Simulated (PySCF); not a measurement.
barium atom (Ba), singlet (core potentials on Ba); PySCF with PBE/def2-SVP.

Here is a job for PySCF.
```python
from pyscf import gto, scf, dft

mol = gto.M(
    atom='''
Ba    0.000000    0.000000    0.000000
''',
    basis='def2-svp',
    ecp={'Ba': 'def2-svp'},
    charge=0,
    spin=0,
    verbose=4,
)

mf = dft.RKS(mol)
mf.xc = 'pbe'
mf.diis_space = 20
mf.kernel()
mf.analyze()
```

Write the output that PySCF gives for this input, abridged.


```
PySCF version 2.14.0

[INPUT] verbose = 4
[INPUT] num. atoms = 1
[INPUT] num. electrons = 10
[INPUT] charge = 0
[INPUT] spin (= nelec alpha-beta = 2S) = 0
[INPUT] symmetry False subgroup None
[INPUT] Mole.unit = angstrom
[INPUT] Symbol           X                Y                Z      unit          X                Y                Z       unit  Magmom
[INPUT]  1 Ba     0.000000000000   0.000000000000   0.000000000000 AA    0.000000000000   0.000000000000   0.000000000000 Bohr   0.0

nuclear repulsion = 0
number of shells = 9
number of NR pGTOs = 49
number of NR cGTOs = 23
basis = def2-svp
ecp = {'Ba': 'def2-svp'}

******** <class 'pyscf.dft.rks.RKS'> ********
method = RKS
initial guess = minao
damping factor = 0
level_shift factor = 0
DIIS = <class 'pyscf.scf.diis.CDIIS'>
diis_start_cycle = 1
diis_space = 20
diis_damp = 0
SCF conv_tol = 1e-09
SCF conv_tol_grad = None
SCF max_cycles = 50
direct_scf = True
direct_scf_tol = 1e-13
XC library pyscf.dft.libxc version 7.1.2
    S. Lehtola, C. Steigemann, M. J. T. Oliveira, and M. A. L. Marques,  SoftwareX 7, 1–5 (2018)
XC functionals = pbe
    J. P. Perdew, K. Burke, and M. Ernzerhof,  Phys. Rev. Lett. 77, 3865 (1996)
    J. P. Perdew, K. Burke, and M. Ernzerhof,  Phys. Rev. Lett. 78, 1396 (1997)
    J. P. Perdew, K. Burke, and M. Ernzerhof,  Phys. Rev. Lett. 77, 3865 (1996)
    J. P. Perdew, K. Burke, and M. Ernzerhof,  Phys. Rev. Lett. 78, 1396 (1997)
radial grids:
    Treutler-Ahlrichs [JCP 102, 346 (1995); DOI:10.1063/1.469408] (M4) radial grids

becke partition: Becke, JCP 88, 2547 (1988); DOI:10.1063/1.454033
pruning grids: <function nwchem_prune>
grids dens level: 3
symmetrized grids: False
atomic radii adjust function: <function treutler_atomic_radii_adjust>
small_rho_cutoff = 0
Set gradient conv threshold to 3.16228e-05
Initial guess from minao.
tot grids = 23928
init E= -15.5195692163811

WARN: HOMO -0.251877700991388 == LUMO -0.251877700991299

cycle= 1 E= -25.2544521786783  delta_E= -9.73  |g|= 0.317  |ddm|= 2.76
  HOMO = -0.03444383952932  LUMO = 0.0249149007538043  gap/eV = 1.61523
cycle= 2 E= -25.4036776523695  delta_E= -0.149  |g|= 0.257  |ddm|= 2.76
  HOMO = -0.0971025202372366  LUMO = -0.0453069703746911  gap/eV = 1.40943
cycle= 3 E= -25.4384723251501  delta_E= -0.0348  |g|= 0.0573  |ddm|= 1.92
  HOMO = -0.116979760973817  LUMO = -0.0690913176059127  gap/eV = 1.30311
cycle= 4 E= -25.4403776180278  delta_E= -0.00191  |g|= 0.00359  |ddm|= 0.646
  HOMO = -0.11843386017142  LUMO = -0.0708247671648421  gap/eV = 1.29551
cycle= 5 E= -25.440388717672  delta_E= -1.11e-05  |g|= 0.000177  |ddm|= 0.0509
  HOMO = -0.118489492172497  LUMO = -0.0708985229452485  gap/eV = 1.29502
cycle= 6 E= -25.4403887762489  delta_E= -5.86e-08  |g|= 5.31e-05  |ddm|= 0.00434
  HOMO = -0.118453971968935  LUMO = -0.0708469804807651  gap/eV = 1.29545
cycle= 7 E= -25.440388778257  delta_E= -2.01e-09  |g|= 5.35e-06  |ddm|= 0.000736
  HOMO = -0.118456900113891  LUMO = -0.0708505569466167  gap/eV = 1.29543
cycle= 8 E= -25.440388778273  delta_E= -1.6e-11  |g|= 2.03e-07  |ddm|= 5.28e-05
  HOMO = -0.118457087653361  LUMO = -0.0708508076929788  gap/eV = 1.29543
Extra cycle  E= -25.4403887782731  delta_E= -4.62e-14  |g|= 6.42e-08  |ddm|= 3.84e-06
converged SCF energy = -25.4403887782731
**** SCF Summaries ****
Total Energy =                         -25.440388778273057
Nuclear Repulsion Energy =               0.000000000000000
One-electron Energy =                  -41.273446291112180
Two-electron Energy =                   15.833057512839122
Two-electron Coulomb Energy =           19.405630993138889
DFT Exchange-Correlation Energy =       -3.572573480299767
HOMO-LUMO gap [eV] =                     1.295432860978145
**** MO energy ****
MO #1   energy= -1.27774610534327  occ= 2
MO #2   energy= -0.714624309293838 occ= 2
MO #3   energy= -0.714624304054412 occ= 2
MO #4   energy= -0.714624304053157 occ= 2
MO #5   energy= -0.118457087653361 occ= 2
MO #6   energy= -0.0708508076929788 occ= 0
MO #7   energy= -0.0708508069541541 occ= 0
MO #8   energy= -0.0708508069536229 occ= 0
MO #9   energy= -0.0708508047364678 occ= 0
MO #10  energy= -0.0708508047363843 occ= 0
MO #11  energy= -0.0409488313266708 occ= 0
MO #12  energy= -0.0409488310346505 occ= 0
MO #13  energy= -0.0409488310341891 occ= 0
Dipole moment(X, Y, Z, Debye): -0.00000,  0.00000, -0.00000
```
